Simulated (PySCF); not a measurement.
CH9BSi2, SMILES CB([SiH3])[SiH3]. Atoms are numbered in the order given.

```xyz
13

B      0.4491    -0.0540    -0.1222
C      1.9687    -0.1147    -0.4932
H      2.5089    -1.0052    -0.1364
H      2.3822     0.7452     0.0803
H      2.2106     0.0853    -1.5489
Si    -0.2918    -0.9438     1.5366
H     -1.6137    -1.5863     1.2559
H     -0.5272     0.1241     2.5616
H      0.6118    -1.9724     2.1405
Si    -0.8514     1.0038    -1.2544
H     -1.9644     1.6095    -0.4605
H     -1.4641     0.0321    -2.2181
H     -0.1964     2.0863    -2.0540
```

Coordinates come from a ωB97X-D3(BJ)/def2-SVP optimisation. The structure was generated by enumeration, and PubChem lists no compound with its InChIKey, so it may never have been made.

Computed with KT2/pcSseg-1 run with PySCF.

GIAO shieldings, no solvent; atoms listed in one row are averaged. δ = σ(ref) − σ: ¹¹B against BF3 (σ = 89.8 ppm); ¹³C against TMS (σ = 185.1 ppm); ¹H against TMS (σ = 31.47 ppm); ²⁹Si against TMS (σ = 361.9 ppm), references at their B3LYP-D3(BJ)/def2-TZVP geometries, non-relativistic.

```tsv
nucleus	atoms	count	δ (ppm)
¹¹B	B1	1	119.6
¹³C	C2	1	36.5
¹H	H7, H8, H9, H11, H12, H13	6	4.06
¹H	H3, H4, H5	3	2.71
²⁹Si	Si6	1	-96.9
²⁹Si	Si10	1	-98.5
```
